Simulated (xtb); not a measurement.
ZrI4, SMILES [I][Zr]([I])([I])[I], multiplicity 1. All values are semi-empirical tight-binding results from xtb (GFN2-xTB unless named), good for trends rather than for accurate numbers. Coordinates come from a GFN2-xTB optimisation. The multiplicity is an assumed one; other spin states were not compared. The isomer is the one that the SMILES or the coordinates give; other isomers of the formula were not compared.

Optimised geometry:

Bonded distances (Å): Zr1–I2 2.792, Zr1–I3 2.792, Zr1–I4 2.792, Zr1–I5 2.792. Bond angles (°): I2–Zr1–I3 109.5, I2–Zr1–I4 109.5, I2–Zr1–I5 109.5, I3–Zr1–I4 109.5, I3–Zr1–I5 109.5, I4–Zr1–I5 109.5.
Charge 0, spin multiplicity 1.

For metal compounds this method's bond lengths and energies can be far off.

Task: Estimate the properties. (The exact figures need the calculation; the answer reports its results.)

Result: 
```
Quantity                                       Result
-------------------------------------  --------------
point group as xtb finds it                        Td
orbital gap                                   1.98 eV
zero-point energy                        1.6 kcal/mol
G − E(el) at 298.15 K (modified RRHO)  -22.9 kcal/mol
```

Computed atomic charges and the Wiberg bond orders between heavy atoms:
charges (e) Zr1 1.06, I2 -0.26, I3 -0.26, I4 -0.26, I5 -0.26. Bond orders Zr1–I2 1.03, Zr1–I3 1.03, Zr1–I4 1.03, Zr1–I5 1.03.
